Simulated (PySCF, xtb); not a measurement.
OPb, SMILES [O]=[Pb] (connectivity only; charge and spin as stated), neutral, multiplicity 1.

Harmonic wavenumbers (cm⁻¹) from GFN2-xTB (xtb) at its own minimum, in rising order: 586.

Task: What does PBE0-D3(BJ)/def2-TZVP run with PySCF give at its own minimum? (An estimate is asked for; the answer gives what the named calculation found.)

Result: 788. Paired by order, the mean absolute difference is 202 cm⁻¹ and the zero-point energies are 0.8 and 1.1 kcal/mol.
